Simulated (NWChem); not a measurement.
System: CF3NOSi; SMILES O=C=N[Si](F)(F)F

```xyz
7

O      0.0005    -3.2992     0.0003
C     -0.0011    -2.1274    -0.0009
N     -0.0032    -0.9247    -0.0026
Si     0.0000     0.7505     0.0000
F     -0.1850     1.3035    -1.4734
F     -1.1829     1.3016     0.8989
F      1.3708     1.2975     0.5768
```
Atoms are numbered in this order, from 1.

Program: NWChem. The geometry was optimised at B3LYP/6-31G* (spherical d). Level r2SCAN/def2-SVP: energy and gradient on several grids; changes count from the extra-fine grid, which is no exact limit either.

| grid | size of the energy change (μHa) | largest change of a gradient component (μHa/bohr) | time, medium = 1 (rough) |
|---|---|---|---|
| xcoarse | 20000 | 1000 | about 1 |
| coarse | 1000 | 600 | about 1 |
| medium | 500 | 200 | about 1 |
| fine | 60 | 90 | about 1 |
| xfine | < 10 | < 30 | 2 |
